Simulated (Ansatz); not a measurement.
A made-up structure of GeH$_{3}$SO (charge -1), singlet:

```
6
angstrom
O -0.4547 -1.3384 -0.2507
Ge 0.3448 0.2735 0.0896
S -1.0810 1.8456 0.0854
H -1.3841 -1.1149 -0.3621
H 1.4727 0.3318 -0.9959
H -2.0989 2.6241 -0.3701
```

It is relaxed with PBE-D4/def2-SVPD and then PBE0-D4/def2-TZVPD (Ansatz 0.2.0). Atoms count as bonded within 1.22 times the sum of their covalent radii (H–H: 0.88 Å). The end point is not checked to be a true minimum.

Question: Does its bonding change? (A judgement: the text doesn't fix the answer.)

Answer: By the calculation: No: no bond forms or breaks.

Where it ends: The first stage lowers the energy by 1.64 eV in 15 steps. It ends as GeH₃SO ([OH][GeH][SH]), total charge -1:
| atom | x (Å) | y (Å) | z (Å) |
| --- | --- | --- | --- |
| O1 | -0.7479 | -1.0463 | -0.6536 |
| Ge2 | 0.3296 | 0.1675 | 0.2959 |
| S3 | -1.1607 | 2.0453 | 0.4582 |
| H4 | -1.2716 | -1.5133 | 0.0004 |
| H5 | 1.0216 | 0.7035 | -1.0544 |
| H6 | -1.3722 | 2.2649 | -0.8504 |

Labels in which every atom is bracketed show which atoms are joined, not bond orders.

For scale, one of the runs: PBE0-D4/def2-TZVPD relaxation, 167 basis functions, launched by `ansatz run in.yaml --threads 2 --pin off --events-out ev --progress --plain --max-ram 4352MiB`. Hardware: 2 CPU threads of an Arm Neoverse V1, shared host. Wall time about 37 s.
